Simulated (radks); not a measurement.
Ca VIII, 13 electrons, occupied as [Ne] 3s2 3p1.

Calculated with a radial shooting solver on a logarithmic mesh with Libxc functionals: scalar-relativistic Kohn-Sham, BLYP, spin-polarised, spherical densities, finite nucleus; open shells are filled with parallel spins first; Fermi nuclear charge, rms radius 3.4776 fm.

Energy parts (hartree):
part                       energy
total                  -663.83482
kinetic                 668.62778
electron-nucleus      -1511.87566
Hartree                 211.89629
exchange-correlation    -32.48323

Orbitals (lengths in bohr, moments of r in powers of bohr; <r^-3> diverges for s and p1/2):
| orbital | occ. | eigenvalue (hartree) | <r^-3> |
|---|---|---|---|
| 1s up | 1 | -150.4346 | - |
| 1s down | 1 | -150.4189 | - |
| 2s up | 1 | -20.14799 | - |
| 2s down | 1 | -20.13345 | - |
| 2p up | 3 | -17.27078 | 190.4 |
| 2p down | 3 | -17.25067 | 190.3 |
| 3s up | 1 | -5.82659 | - |
| 3s down | 1 | -5.72796 | - |
| 3p up | 1 | -5.05056 | 30.08 |
| 3p down | 0 | -4.95461 | 30.08 |

The highest occupied level is 3p up at -137.43 eV. For comparison, the ionisation energy in NIST's Atomic Spectra Database is 147.2 eV (measured). In exact Kohn-Sham theory the highest level is minus the ionisation energy, but local and semilocal functionals leave it too shallow, through self-interaction and a potential that decays too fast; potentials with the right tail come closer. The electron density at the nucleus is 6221 e/bohr^3 (large components only). The spin density at the nucleus is -0.3513 e/bohr^3 (1s -0.3726, 2s 0.0614, 3s -0.0401). Spin moment in Bohr magnetons: 1.
